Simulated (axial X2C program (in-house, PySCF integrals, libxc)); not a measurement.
NaHg⁺: from the spin-free to the two-component result

Calculated with an in-house all-electron X2C program for linear molecules (integrals from PySCF). Spin-free means the one-electron spin-free X2C Hamiltonian; two-component (2c) means X2C with spin–orbit coupling and atomic mean-field two-electron Coulomb and Gaunt terms, so the difference of the two also holds small scalar two-electron terms. Basis: Hg dyall-cv3z [13s14p9d6f4g], Na dyall-cv3z [9s8p5d2f] (cores contracted in-house); Gaussian nuclei, density fitting, unrestricted open shells. Masses: Hg 201.971 u, Na 22.990 u.

Spin-free state: M_S = 0, Λ = 0 (closed shell); fragments Hg + Na+.

| level | Re (Å) | ωe (cm⁻¹) | De (eV) | μ (D) |
| --- | --- | --- | --- | --- |
| PBE0 | 3.022 | 121.0 | 0.394 | 10.20 |
| HF | 3.159 | 108.2 | 0.356 | 10.55 |
| MP2 | 3.103 | 106.9 | 0.274 | n/a |
| CCSD | 3.120 | 107.7 | 0.304 | n/a |
| CCSD(T) | 3.118 | 107.6 | 0.301 | n/a |
| BP86 | 3.058 | 111.6 | 0.330 | 10.56 |

Correlated methods: 12 electrons correlated (number of frozen shells: Hg 5 s, 4 p, 2 d, 1 f; Na 2 s, 1 p), 310 virtual spin orbitals or spinors in MP2, 90 natural virtuals in coupled cluster.

Dipoles are positive if Na is the positive end and refer to the centre of mass.

Two-component determinant lowest at the distance of the search:

Ω = 0 (closed shell); fragments Hg + Na+.

```
  level  Re (Å)  ωe (cm⁻¹)  De (eV)  μ (D)
   PBE0   3.021      121.3    0.395  10.20
     HF   3.156      108.5    0.356  10.54
    MP2   3.102      107.0    0.274    n/a
   CCSD   3.118      107.9    0.304    n/a
CCSD(T)   3.117      107.7    0.301    n/a
   BP86   3.058      111.8    0.331  10.55
```

Problem. From the two tables, how do the constants change at the CCSD(T) level (2c against spin-free)?

Solution. At the CCSD(T) level Re falls by 0.001 Å and ωe doesn't move by more than 0.2 cm⁻¹; De changes by 0.000 eV.

The state is a single determinant with fixed occupations, the lowest that a limited PBE0 search found. De is counted from the lowest determinant-based energies of the atoms at the same level, without counterpoise correction. CCSD and (T) use frozen natural virtuals with an MP2 correction for the truncation; (T) itself is uncorrected, so its De runs slightly low. With the outer-core shells frozen, correlated bond lengths of heavy atoms tend to come out a few hundredths of an ångström too long.
